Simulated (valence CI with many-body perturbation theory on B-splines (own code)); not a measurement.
Hg7+: electric-dipole lines

Level of theory: valence CI with perturbative core correlation (CI+MBPT): five valence electrons over a frozen Dirac-Fock core [Xe] 4f14, a basis of 7 s, 7 p, 8 d, 6 f, 4 g, 1 h functions for each j, with the one-electron correlation potential Σ1 (screened to all orders), the two-electron term Σ2, the three-electron term Σ3, Breit, model QED; selected single and double excitations, second order for the rest, scaled by the run's own slope (own B-spline code, finite nucleus).

No measured spectrum was set against this ion. As an estimate, terms of the open shell hold to 2 to 4 % of their energy, and close levels can change places; different configurations can be misplaced against each other by 1,000 to 8,000 cm⁻¹. Among the levels kept, up to 1200 cm⁻¹ of a level comes from second order outside the variational space, and about a tenth of that is noise between levels of different J, which matters for small intervals. The list stops below the first excitations out of the core.

Lines 351 to 400 of 539 in falling wavelength, among levels below 346820 cm⁻¹, chosen from the strongest by gf and those to the six lowest levels. Wavelengths and rates use the calculated energies, so an error of 2000 cm⁻¹ moves a line at 362.7 Å by 0.73 % and its rate by three times that or more. Electric multipoles are in the length gauge, E1 and E2 with the static RPA response of the core. Weak lines are less certain than strong ones. Lines between different terms over intervals too small for the method are left out, as are lines whose strength nearly cancels. Where a level lies close to another of its J and parity, the split of strength between their lines is uncertain. The highest levels of a list are the least certain.

Levels are named by their leading jj configuration (3d3/2^4 stands for four electrons in 3d with j = 3/2), which in mixed levels can hold well under half, so a name can repeat and another be missing. Letters in brackets count levels of one name in rising energy.

```tsv
λ vac (Å)	Upper	Lower	A (s⁻¹)	S (a.u.)
362.7	(5d3/2^2 5d5/2^2 6p1/2) J=3/2 [a]	(5d3/2^3 5d5/2^2) J=3/2	5.58e+07	5.26e-03
362.6	(5d3/2^2 5d5/2^2 6p1/2) J=7/2 [a]	(5d3/2^2 5d5/2^3) J=7/2 [b]	1.01e+08	1.90e-02
362.5	(5d3/2^2 5d5/2^2 6p1/2) J=9/2 [c]	(5d3/2^2 5d5/2^3) J=7/2 [c]	3.22e+08	7.58e-02
362.3	(5d3/2^2 5d5/2^2 6p1/2) J=5/2 [d]	(5d3/2 5d5/2^4) J=5/2 [a]	1.26e+08	1.77e-02
362.2	(5d3/2 5d5/2^3 6p1/2) J=7/2	(5d3/2^2 5d5/2^3) J=7/2 [d]	1.23e+08	2.31e-02
362.0	(5d3/2^3 5d5/2 6p1/2) J=7/2 [a]	(5d3/2^3 5d5/2^2) J=9/2	5.51e+08	1.03e-01
362.0	(5d3/2^3 5d5/2 6p1/2) J=5/2 [a]	(5d3/2^3 5d5/2^2) J=7/2	5.62e+08	7.90e-02
361.7	(5d3/2^3 5d5/2 6p1/2) J=7/2 [a]	(5d3/2^3 5d5/2^2) J=5/2 [b]	5.87e+07	1.10e-02
360.0	(5d3/2^2 5d5/2^2 6p1/2) J=7/2 [b]	(5d3/2^2 5d5/2^3) J=9/2 [a]	1.31e+08	2.41e-02
358.9	(5d3/2^3 5d5/2 6p1/2) J=3/2	(5d3/2^4 5d5/2) J=5/2	6.02e+08	5.50e-02
357.7	(5d3/2^3 5d5/2 6p1/2) J=9/2	(5d3/2^3 5d5/2^2) J=11/2	2.62e+08	5.92e-02
357.4	(5d3/2^2 5d5/2^2 6p1/2) J=11/2 [a]	(5d3/2^2 5d5/2^3) J=9/2 [a]	1.34e+08	3.62e-02
357.3	(5d3/2^3 5d5/2 6p1/2) J=5/2 [b]	(5d3/2^3 5d5/2^2) J=5/2 [b]	2.02e+06	2.73e-04
357.0	(5d3/2^2 5d5/2^2 6p1/2) J=7/2 [a]	(5d3/2^3 5d5/2^2) J=5/2 [c]	1.10e+08	1.97e-02
356.4	(5d3/2^3 5d5/2 6p1/2) J=7/2 [a]	(5d3/2^3 5d5/2^2) J=7/2	3.18e+07	5.68e-03
355.5	(5d3/2^3 5d5/2 6p1/2) J=7/2 [b]	(5d3/2^3 5d5/2^2) J=9/2	1.54e+08	2.74e-02
355.2	(5d3/2^3 5d5/2 6p1/2) J=7/2 [b]	(5d3/2^3 5d5/2^2) J=5/2 [b]	7.47e+07	1.32e-02
354.9	(5d3/2^2 5d5/2^2 6p1/2) J=13/2	(5d3/2^2 5d5/2^3) J=13/2	5.15e+07	1.59e-02
354.9	(5d3/2^3 5d5/2 6p1/2) J=9/2	(5d3/2^3 5d5/2^2) J=7/2	2.14e+07	4.72e-03
354.4	(5d3/2^2 5d5/2^2 6p1/2) J=7/2 [a]	(5d3/2^2 5d5/2^3) J=7/2 [a]	1.16e+08	2.04e-02
354.3	(5d3/2^3 5d5/2 6p3/2) J=3/2 [a]	(5d3/2^2 5d5/2^3) J=5/2 [a]	2.18e+08	1.92e-02
353.8	(5d3/2^3 5d5/2 6p1/2) J=5/2 [b]	(5d3/2^3 5d5/2^2) J=3/2	1.54e+05	2.02e-05
352.2	(5d3/2^3 5d5/2 6p1/2) J=5/2 [b]	(5d3/2^3 5d5/2^2) J=7/2	5.44e+08	7.04e-02
351.5	(5d3/2 5d5/2^3 6p1/2) J=7/2	(5d3/2^2 5d5/2^3) J=9/2 [b]	1.86e+08	3.19e-02
351.5	(5d3/2^2 5d5/2^2 6p1/2) J=5/2 [a]	(5d3/2^2 5d5/2^3) J=7/2 [a]	1.30e+08	1.67e-02
351.3	(5d3/2^2 5d5/2^2 6p1/2) J=7/2 [c]	(5d3/2^2 5d5/2^3) J=5/2 [a]	1.10e+08	1.88e-02
350.2	(5d3/2^3 5d5/2 6p1/2) J=7/2 [b]	(5d3/2^3 5d5/2^2) J=7/2	2.36e+07	4.00e-03
349.8	(5d3/2^2 5d5/2^2 6p1/2) J=9/2 [b]	(5d3/2^2 5d5/2^3) J=11/2	2.28e+08	4.81e-02
349.7	(5d3/2^2 5d5/2^2 6p1/2) J=9/2 [b]	(5d3/2^2 5d5/2^3) J=7/2 [b]	5.61e+08	1.18e-01
349.6	(5d3/2^3 5d5/2 6p1/2) J=5/2 [a]	(5d3/2^4 5d5/2) J=5/2	2.00e+07	2.53e-03
349.4	(5d3/2^2 5d5/2^2 6p1/2) J=11/2 [b]	(5d3/2^2 5d5/2^3) J=13/2	1.79e+08	4.53e-02
348.8	(5d3/2^2 5d5/2^2 6p1/2) J=3/2 [a]	(5d3/2^4 5d5/2) J=5/2	5.30e+08	4.44e-02
347.8	(5d3/2^2 5d5/2^2 6p1/2) J=7/2 [b]	(5d3/2^2 5d5/2^3) J=7/2 [a]	1.06e+08	1.75e-02
347.3	(5d3/2^2 5d5/2^2 6p1/2) J=9/2 [c]	(5d3/2^2 5d5/2^3) J=9/2 [a]	1.64e+08	3.39e-02
346.8	(5d3/2^2 5d5/2^2 6p1/2) J=11/2 [b]	(5d3/2^2 5d5/2^3) J=9/2 [a]	7.72e+08	1.91e-01
346.4	(5d3/2^2 5d5/2^2 6p1/2) J=5/2 [d]	(5d3/2^2 5d5/2^3) J=5/2 [a]	3.05e+08	3.76e-02
346.2	(5d3/2^2 5d5/2^2 6p1/2) J=7/2 [c]	(5d3/2^2 5d5/2^3) J=9/2 [a]	2.68e+08	4.39e-02
346.1	(5d3/2^2 5d5/2^2 6p1/2) J=5/2 [c]	(5d3/2^2 5d5/2^3) J=3/2 [a]	1.80e+08	2.21e-02
345.4	(5d3/2^2 5d5/2^2 6p1/2) J=3/2 [c]	(5d3/2^3 5d5/2^2) J=5/2 [c]	3.12e+08	2.54e-02
344.4	(5d3/2^3 5d5/2 6p1/2) J=7/2 [a]	(5d3/2^4 5d5/2) J=5/2	3.93e+07	6.34e-03
344.2	(5d3/2^2 5d5/2^2 6p1/2) J=7/2 [a]	(5d3/2^3 5d5/2^2) J=5/2 [b]	3.09e+07	4.98e-03
343.9	(5d3/2^2 5d5/2^2 6p1/2) J=5/2 [b]	(5d3/2^2 5d5/2^3) J=7/2 [a]	6.75e+08	8.13e-02
343.8	(5d3/2^2 5d5/2^2 6p1/2) J=9/2 [a]	(5d3/2^3 5d5/2^2) J=9/2	2.46e+08	4.93e-02
343.7	(5d3/2 5d5/2^3 6p1/2) J=7/2	(5d3/2^2 5d5/2^3) J=5/2 [a]	2.35e+08	3.76e-02
343.5	(5d3/2^2 5d5/2^2 6p1/2) J=9/2 [c]	(5d3/2^2 5d5/2^3) J=11/2	1.32e+08	2.64e-02
343.3	(5d3/2^2 5d5/2^2 6p1/2) J=9/2 [c]	(5d3/2^2 5d5/2^3) J=7/2 [b]	5.00e+08	9.98e-02
343.0	(5d3/2^2 5d5/2^2 6p1/2) J=11/2 [b]	(5d3/2^2 5d5/2^3) J=11/2	2.00e+08	4.78e-02
342.8	(5d3/2^4 6p3/2) J=3/2	(5d3/2^3 5d5/2^2) J=5/2 [b]	9.93e+07	7.89e-03
342.7	(5d3/2^2 5d5/2^2 6p1/2) J=1/2 [a]	(5d3/2^3 5d5/2^2) J=3/2	2.16e+09	8.57e-02
342.6	(5d3/2^2 5d5/2^2 6p1/2) J=7/2 [e]	(5d3/2^2 5d5/2^3) J=9/2 [a]	5.95e+08	9.44e-02
```
